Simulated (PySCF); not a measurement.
Indirect couplings

Bonds (- single, = double, # triple, : aromatic): O1=C2 1.199 Å, C2-C3 1.516 Å, C3-C4 1.526 Å, C4-C5 1.516 Å, C5=O6 1.199 Å, C5-N7 1.378 Å, N7-C2 1.378 Å. C3 carries H8, H9; C4 carries H10, H11; N7 carries H12.

Indirect spin–spin couplings were computed at B3LYP/pcJ-1 (spin–dipole term only in couplings to heteroatoms) (PySCF 2.14.0 with density-fitted response routines) on a GFN2-xTB structure, for the isolated molecule, without vibrational or relativistic corrections. Couplings are averaged over pairs made equivalent by symmetry, fast rotation or ring inversion, so a value needn't be that of the named pair in this geometry, while other rotamers aren't included; one pair stands for each set, and the list holds those of at least 1.5 Hz over up to four bonds, among pairs with at least one C or N or H atom (others weren't computed).

Isotopes: 13C, 1H, 15N, 17O. Couplings to quadrupolar nuclei such as 17O and 33S are rarely resolved in practice.

```tsv
pair	bonds	J (Hz)
O1, C2	1	?
C2, C3	1	?
C2, N7	1	-14.7
C3, C4	1	33.7
C3, H8	1	?
N7, H12	1	-97.5
C2, C5	2	14.0
C2, H8	2	-6.4
C2, H12	2	?
C3, N7	2	-9.2
C3, H10	2	-2.5
H8, H9	2	-20.3
C2, H10	3	3.2
C3, H12	3	6.9
H8, H10	3	4.5
H8, H11	3	?
```

Estimate the withheld couplings, with signs.

## Answers


- 1J(O1,C2) = 27.6 Hz (bond length 1.199 Å)
- 1J(C2,C3) = 48.1 Hz (bond length 1.516 Å)
- 1J(C3,H8) = 140.1 Hz (bond length 1.090 Å, sp3 carbon)
- 2J(C2,H12) = 3.7 Hz (angle at N7 122°)
- 3J(H8,H11) = 12.1 Hz
